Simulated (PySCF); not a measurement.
Which determinant of TlGa⁺ lies lowest?

Unrestricted PBE0; Tl def2-SVP with ECP60, Ga def2-SVP; scalar-relativistic core potentials (PySCF 2.14). Outer shells of the fragments: Tl 5d10 6s2 6p1; Ga+ 3d10 4s2.

Followed along the bond (rough minima from three points):

```
2Ms+1   unpaired  ⟨S²⟩ at the start  R at minimum (Å)  Te (eV)
    2        σ ↑               0.76              3.47     0.00
    2        π ↑               0.75              3.09     0.65
    4  σ ↑↑, π ↑               3.75              2.71     4.39
```

Solutions found at the starting distance of 2.735 Å, counted from the lowest of them; the search is not exhaustive and high or unbound solutions are not listed, so other states can lie among these:

```
2Ms+1   unpaired   term  E (eV)  ⟨S²⟩  ⟨Lz²⟩  μ (D)
    2        σ ↑    ²Σ⁺    0.00  0.76   0.00   2.63
    2        π ↑     ²Π    0.22  0.75   1.00   2.18
    4  σ ↑↑, π ↑     ⁴Π    3.85  3.75   1.00   2.04
    4  σ ↑, π ↑↑    ⁴Σ⁻    4.30  3.75   0.00   1.30
    2  σ ↑↑, π ↓  mixed    4.57  1.75   1.00   2.43
    4  σ ↑, π ↑↑  mixed    6.26  3.76   2.01   3.88
```

A term symbol is given only where ⟨S²⟩ and ⟨Lz²⟩ are close to those of a pure state; real π, δ and φ orbitals otherwise mix terms. A positive dipole points towards Ga; it is taken about the centre of mass and depends on that origin.

Task: Compare the gap between the two lowest followed solutions at the starting distance with the gap between their minima.

Result: At PBE0 the second solution (doublet, unpaired electrons π ↑) lies +0.22 eV from the first (doublet, unpaired electrons σ ↑) at 2.735 Å and +0.65 eV at the minima; the two curves relax by different amounts, since their minima lie near 3.09 and 3.47 Å.

These are scalar-relativistic numbers at best; spin–orbit coupling would shift them, the dissociation energy most. Counting both spins, an empty level lies below a filled one in some of these solutions, because spin and occupation are held.
